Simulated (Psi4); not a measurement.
C₂H₅Br₂GeN (SMILES C=[CH][Ge]([NH2])([Br])[Br]), singlet, geometry from GFN2-xTB; B3LYP/def2-TZVPD (Psi4 1.11).

Psi4 was given this input:
```
memory 2 GB

molecule {
0 1
C    -2.83718045   -0.84618853   -1.14231614
C    -1.92651456    0.10808755   -1.13115172
Ge   -0.09088234   -0.19365111   -0.45603039
N     0.82701638   -1.38653777   -1.47501109
Br    0.98627482    1.89009482   -0.31879743
Br   -0.08107733   -1.18448208    1.63030015
H    -2.62608912   -1.84124548   -0.78212328
H    -3.83667118   -0.67399699   -1.51260625
H    -2.14834375    1.10658853   -1.48116957
H     1.68624710   -1.77590274   -1.11237590
H     0.94423532   -1.18068342   -2.45546270
}

set {
  basis def2-tzvpd
}

energy('b3lyp')
print_variables()
```

### Question
What does Psi4 print? Leave out banner, timings and long lists.

### Answer

```
   => Loading Basis Set <=

    Name: DEF2-TZVPD
    Role: ORBITAL
    Keyword: BASIS

         ---------------------------------------------------------
                                   SCF
               by Justin Turney, Rob Parrish, Andy Simmonett
                          and Daniel G. A. Smith
                              RKS Reference
         ---------------------------------------------------------

  ==> Geometry <==

    Molecular point group: c1
    Full point group: C1

    Geometry (in Angstrom), charge = 0, multiplicity = 1:

       Center              X                  Y                   Z               Mass
    ------------   -----------------  -----------------  -----------------  -----------------
         C           -2.884878995410    -0.877842327840    -1.194913671660    12.000000000000
         C           -1.974213105410     0.076433752160    -1.183749251660    12.000000000000
         GE          -0.138580885410    -0.225304907840    -0.508627921660    73.921177761000
         N            0.779317834590    -1.418191567840    -1.527608621660    14.003074004430
         BR           0.938576274590     1.858441022160    -0.371394961660    78.918337600000
         BR          -0.128775875410    -1.216135877840     1.577702618340    78.918337600000
         H           -2.673787665410    -1.872899277840    -0.834720811660     1.007825032230
         H           -3.884369725410    -0.705650787840    -1.565203781660     1.007825032230
         H           -2.196042295410     1.074934732160    -1.533767101660     1.007825032230
         H            1.638548554590    -1.807556537840    -1.164973431660     1.007825032230
         H            0.896536774590    -1.212337217840    -2.508060231660     1.007825032230

  Running in c1 symmetry.

  Rotational constants: A =      0.04076  B =      0.02418  C =      0.01875 [cm^-1]
  Rotational constants: A =   1222.02944  B =    724.89939  C =    561.98270 [MHz]
  Nuclear repulsion = 1154.065080409828624

  Charge       = 0
  Multiplicity = 1
  Electrons    = 126
  Nalpha       = 63
  Nbeta        = 63

  ==> Algorithm <==

  SCF Algorithm Type is DF.
  DIIS enabled.
  MOM disabled.
  Fractional occupation disabled.
  Guess Type is SAD.
  Energy threshold   = 1.00e-06
  Density threshold  = 1.00e-06
  Integral threshold = 1.00e-12

  ==> Primary Basis <==

  Basis Set: DEF2-TZVPD
    Blend: DEF2-TZVPD
    Number of shells: 120
    Number of basis functions: 324
    Number of Cartesian functions: 366
    Spherical Harmonics?: true
    Max angular momentum: 3

  ==> DFT Potential <==

   => LibXC <=

    Version 7.1.2
    S. Lehtola, C. Steigemann, M. J. T. Oliveira, and M. A. L. Marques,  SoftwareX 7, 1–5 (2018) (10.1016/j.softx.2017.11.002)

   => Composite Functional: B3LYP <=

    B3LYP Hyb-GGA Exchange-Correlation Functional

    P. J. Stephens, F. J. Devlin, C. F. Chabalowski, and M. J. Frisch,  J. Phys. Chem. 98, 11623 (1994) (10.1021/j100096a001)

    Deriv               =              1
    GGA                 =           TRUE
    Meta                =          FALSE

    Exchange Hybrid     =           TRUE
    MP2 Hybrid          =          FALSE

   => Exchange Functionals <=

    0.0800   Slater exchange
    0.7200         Becke 88

   => Exact (HF) Exchange <=

    0.2000               HF

   => Correlation Functionals <=

    0.1900   Vosko, Wilk & Nusair (VWN5_RPA)
    0.8100   Lee, Yang & Parr

   => LibXC Density Thresholds  <==

    XC_HYB_GGA_XC_B3LYP:  1.00E-15

   => Molecular Quadrature <=

    Radial Scheme          =       TREUTLER
    Pruning Scheme         =           NONE
    Nuclear Scheme         =       TREUTLER

    Blocking Scheme        =         OCTREE
    BS radius alpha        =              1
    Pruning alpha          =              1
    Radial Points          =             75
    Spherical Points       =            302
    Total Points           =         237373
    Total Blocks           =           1816
[...]

    J tasked:                   Yes
    K tasked:                   Yes
    wK tasked:                   No
    Algorithm:                 Core
    Schwarz Cutoff:           1E-12
    Mask sparsity (%):       5.8356
    Fitting Condition:        1E-10

   => Auxiliary Basis Set <=

  Basis Set: (DEF2-TZVPD AUX)
    Blend: DEF2-UNIVERSAL-JKFIT
    Number of shells: 285
    Number of basis functions: 1115
    Number of Cartesian functions: 1484
    Spherical Harmonics?: true
    Max angular momentum: 5

  Minimum eigenvalue in the overlap matrix is 6.6537818633E-06.
  Reciprocal condition number of the overlap matrix is 5.7683039595E-07.
    Using symmetric orthogonalization.

  ==> Pre-Iterations <==

  SCF Guess: Superposition of Atomic Densities via on-the-fly atomic UHF (no occupation information).

   -------------------------
    Irrep   Nso     Nmo
   -------------------------
     A        324     324
   -------------------------
    Total     324     324
   -------------------------

  ==> Iterations <==

                           Total Energy        Delta E     RMS |[F,P]|

   @DF-RKS iter SAD: -7352.90227026385946   -7.35290e+03   0.00000e+00
   @DF-RKS iter   1: -7357.24004498874274   -4.33777e+00   1.15883e-02 DIIS/ADIIS
   @DF-RKS iter   2: -7353.20847477398092    4.03157e+00   1.98723e-02 DIIS/ADIIS
   @DF-RKS iter   3: -7359.41642970876546   -6.20795e+00   2.33191e-03 DIIS/ADIIS
   @DF-RKS iter   4: -7359.46882621859277   -5.23965e-02   1.31799e-03 DIIS/ADIIS
   @DF-RKS iter   5: -7359.52748010085998   -5.86539e-02   4.20564e-04 DIIS/ADIIS
   @DF-RKS iter   6: -7359.53692863954439   -9.44854e-03   8.35893e-05 DIIS
   @DF-RKS iter   7: -7359.53725227004270   -3.23630e-04   2.99206e-05 DIIS
   @DF-RKS iter   8: -7359.53729804690738   -4.57769e-05   9.64761e-06 DIIS
   @DF-RKS iter   9: -7359.53730191336672   -3.86646e-06   2.31209e-06 DIIS
   @DF-RKS iter  10: -7359.53730216535405   -2.51987e-07   5.54745e-07 DIIS
  Energy and wave function converged.

  ==> Post-Iterations <==

   Electrons on quadrature grid:
      Ntotal   =  126.0000309415 ; deviation = 3.094e-05

    Orbital Energies [Eh]
    ---------------------

    Doubly Occupied:

[...]
    Virtual:

[...]
    Final Occupation by Irrep:
              A
    DOCC [    63 ]
    NA   [    63 ]
    NB   [    63 ]

  @DF-RKS Final Energy: -7359.53730216535405

   => Energetics <=

    Nuclear Repulsion Energy =           1154.0650804098286244
    One-Electron Energy =              -12543.1048070488577650
    Two-Electron Energy =                4255.9404054950891805
    DFT Exchange-Correlation Energy =    -226.4379810214148563
    Empirical Dispersion Energy =           0.0000000000000000
    VV10 Nonlocal Energy =                  0.0000000000000000
    Total Energy =                      -7359.5373021653540491

Computation Completed

Properties will be evaluated at   0.000000,   0.000000,   0.000000 [a0]

Properties computed using the SCF density matrix

 Multipole Moments:

 ------------------------------------------------------------------------------------
     Multipole            Electronic (a.u.)      Nuclear  (a.u.)        Total (a.u.)
 ------------------------------------------------------------------------------------

 L = 1.  Multiply by 2.5417464519 to convert [e a0] to [Debye]
 Dipole X            :         10.9565370          -11.3572852           -0.4007482
 Dipole Y            :          7.1441774           -7.5369431           -0.3927657
 Dipole Z            :         11.6298845          -12.5237607           -0.8938762
 Magnitude           :                                                    1.0554045

 ------------------------------------------------------------------------------------

  Variable Map:
  ----------------------------------------------------------------------------
[...]
  Array Variable Map:
  ----------------------------------------------------------------------------
[...]
[...]
```
